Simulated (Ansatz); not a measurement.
Two isomers of CH7FGeSi: A = `[F][GeH2][CH2][SiH3]`, B = `[CH3][GeH]([F])[SiH3]`.

Gas-phase electronic energies from Ansatz, PBE0-D4/def2-TZVP geometries. CCSD(T)/CBS adds triple-zeta CCSD(T) − MP2 to the extrapolated MP2 energy (def2 sets, frozen cores). Functionals use def2-TZVPP. For Ge outer-core shells are correlated without core-valence functions, which leaves a few kJ/mol of doubt a bond. Scalar relativity is left out up to krypton. One conformer a species, not always the lowest.

Q: Which isomer does CCSD(T)/CBS put lower? Give the gap. (Best estimate.)

A: Ansatz gave: B, by 2.5 kcal/mol.

Q: Give E(B) − E(A) in kcal/mol with r2SCAN-D4, ωB97M-V, CCSD(T)/def2-TZVPP, HF/def2-TZVPP, PBE0-D4, MP2/def2-TZVPP, PBE-D4. (An estimate is asked.)

A: Ansatz gave: r2SCAN-D4 -3.8, ωB97M-V -2.2, CCSD(T)/def2-TZVPP -2.4, HF/def2-TZVPP -1.7, PBE0-D4 -4.4, MP2/def2-TZVPP -1.3, PBE-D4 -5.5. None reverses the order clearly.

Largest T1 diagnostic: 0.012.

From PBE to PBE0 (25 % exact exchange), in def2-TZVPP and without D4, E(B) − E(A) moves by +1.1 kcal/mol.
